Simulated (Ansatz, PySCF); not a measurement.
Reaction (SMILES): CCCCB(C)C [butyl(dimethyl)borane] + 6 [H][H] (H2) → B (BH3) + 6 C (CH4)
Geometries: B3LYP-D3(BJ)/def2-TZVP minima from Ansatz (an electronic-structure program), one conformer each, not searched for the lowest. Frequencies are from Ansatz or PySCF.

Property: energy of full hydrogenation (0 K, with B3LYP-D3(BJ) harmonic zero-point energies), in kcal/mol. Correlated levels leave the core frozen unless marked. No spin-orbit coupling. Non-relativistic unless marked X2C. Basis-set limits of correlation are two-point, X^-3; Hartree-Fock from the larger set. The bracket is a focal-point correction in the basis named.

| level | program | energy of full hydrogenation (kcal/mol) |
|---|---|---|
| HF/aug-cc-pVTZ | Ansatz | -70.8 |
| HF/cc-pVQZ | Ansatz | -70.6 |
| BLYP-D4/def2-TZVPD | Ansatz + dftd4 | -39.1 |
| PBE0/def2-SVP | Ansatz | -44.9 |
| PBE0-D4/def2-TZVPD | Ansatz + dftd4 | -39.8 |
| B2GP-PLYP-D3(BJ)/def2-TZVPD | Ansatz + dftd3 | -42.1 |
| MP2/cc-pVTZ | Ansatz | -38.6 |
| CCSD(T)/cc-pVDZ | Ansatz | -44.0 |
| X2C-CCSD(T)/cc-pVTZ-DK | Ansatz | -43.1 |
| RI-MP2/CBS(cc-pVTZ,cc-pVQZ)+[CCSD(T)-MP2]/cc-pVTZ | Ansatz | -40.9 |
